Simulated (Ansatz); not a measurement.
Computed with Ansatz on PBE0-D4/def2-TZVP structures; ΔE is electronic, products minus reactants. CCSD(T)/CBS adds triple-zeta CCSD(T) − MP2 to the extrapolated MP2 energy (def2 sets, frozen cores). This one scheme is used for every species. DFT in def2-TZVPP. One conformer a species, not always the lowest.

Consider the cleavage of the Si–B bond: `[AlH2][B]([SiH3])O[SiH3]` + `OB(S)S` → `[SiH3]OB(S)S` + `[AlH2][BH]O[SiH3]`.

`[AlH2][B]([SiH3])O[SiH3]`:

Z-matrix (Å, degrees):
```
Si
B 1 2.034
H 1 1.491 2 115.9
H 1 1.493 2 108.7 3 122.3
H 1 1.493 2 108.7 3 -122.3
O 2 1.375 1 118.6 3 0.1
Al 2 2.173 1 126.9 3 -179.9
Si 6 1.652 2 121.4 1 -180.0
H 7 1.596 2 121.0 1 -88.5
H 7 1.596 2 121.0 1 88.5
H 8 1.479 6 110.5 2 -117.9
H 8 1.479 6 110.5 2 117.8
H 8 1.515 6 106.9 2 -0.1
```

`OB(S)S`:

```xyz
7

O     0.336    0.714   -1.215
B    -0.034    0.064   -0.083
S    -1.757    0.137    0.501
S     1.201   -0.880    0.845
H    -0.372    1.193   -1.653
H    -1.594   -0.627    1.591
H     2.219   -0.601    0.014
```

`[SiH3]OB(S)S`:

```xyz
10

Si    0.469    1.573   -0.800
O    -0.459    0.341   -0.208
B    -0.278   -0.840    0.423
S     1.403   -1.431    0.807
S    -1.703   -1.856    0.898
H     1.910    1.238   -0.688
H     0.165    2.793   -0.017
H     0.098    1.772   -2.221
H     1.025   -2.576    1.396
H    -2.629   -1.014    0.411
```

`[AlH2][BH]O[SiH3]`:

Z-matrix (Å, degrees):
```
Si
O 1 1.661
H 1 1.482 2 107.9
H 1 1.485 2 109.9 3 120.7
H 1 1.482 2 107.9 3 -118.7
B 2 1.357 1 131.6 3 -120.9
Al 6 2.151 2 119.9 1 -180.0
H 6 1.215 2 116.7 1 0.0
H 7 1.596 6 121.6 2 -90.3
H 7 1.596 6 121.6 2 91.1
```

CCSD(T)/CBS gives -1.08 eV.

Problem. Another level gave -0.86 eV. Which?
A. PBE0-D4/def2-TZVPP
B. MP2/def2-TZVPP
C. ωB97M-V/def2-TZVPP
D. SCS-MP2/def2-TZVPP

Solution. A. PBE0-D4 -0.86, ωB97M-V -1.06, MP2/def2-TZVPP -1.16, SCS-MP2/def2-TZVPP -1.23 eV.

Largest T1 diagnostic among the species: 0.014.

In def2-TZVPP, CCSD(T) changes the Hartree–Fock value by +0.43 eV (the triples alone add +0.06 eV) and MP2 by +0.34 eV. From PBE to PBE0 (25 % exact exchange), in def2-TZVPP and without D4, ΔE moves by −0.11 eV.
